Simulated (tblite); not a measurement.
Problem. Write Cartesian coordinates for `CC(=O)C#C[SiH2][Si@H]([SiH3])P` as optimised with GFN2-xTB.

Solution. 
```xyz
20
C4H11OPSi3 angstrom
C      4.5262    0.4478    0.5312
C      3.5046   -0.2147   -0.3582
O      3.7445   -1.1385   -1.0984
C      2.1918    0.3652   -0.2452
C      1.0832    0.8450   -0.1721
Si    -0.6729    1.4353   -0.0896
Si    -2.0985   -0.3560   -0.5904
Si    -4.4007   -0.0028   -0.4810
P     -1.5603   -1.9862    0.8729
H      4.2117    0.3671    1.5702
H      4.5902    1.5057    0.2824
H      5.4960   -0.0256    0.4011
H     -0.8221    2.0061    1.2552
H     -0.7471    2.5328   -1.0603
H     -1.7351   -0.8381   -1.9439
H     -4.7584    1.0977   -1.3782
H     -4.8340    0.3786    0.8642
H     -5.2024   -1.1624   -0.8768
H     -2.1832   -2.9911    0.1604
H     -0.3386   -2.2551    0.2924
```

Any rigid rotation of these coordinates is as good. Atoms count from 1 in this order. Si7 (SiH silicon) is distorted tetrahedral (angles from 105.6° to 118.4°). The C–C distances run from 1.210 Å (C4≡C5, drawn triple) to 1.508 Å (C1–C2, drawn single), a spread of 0.298 Å. Si8 (SiH3 silicon) is distorted tetrahedral (angles from 107.0° to 114.1°). P9 (three-coordinate phosphorus) is pyramidal (angles 94.8°, 94.5° and 92.3°, sum 281.7°, 0.84 Å off the plane of its three neighbours).

Bonds between heavy atoms (Å): C1–C2 1.508, C2=O3 1.208, C2–C4 1.440, C4≡C5 1.210, C5–Si6 1.854, Si6–Si7 2.343, Si7–Si8 2.332, Si7–P9 2.256.

The geometry is computed with GFN2-xTB (gas phase).

Point group: C1 (no symmetry element, even within 0.4 Å). Its lowest GFN2-xTB frequency is 10i cm⁻¹, too small to tell a flat minimum from a shallow saddle. The numbers are those of one conformer (C5–Si6–Si7–Si8 177°, Si6–Si7–P9–H -163° and -70°). 2 starts were optimised and ended at 0.00 and 0.11 kcal/mol (GFN2-xTB); the lowest of these is shown.
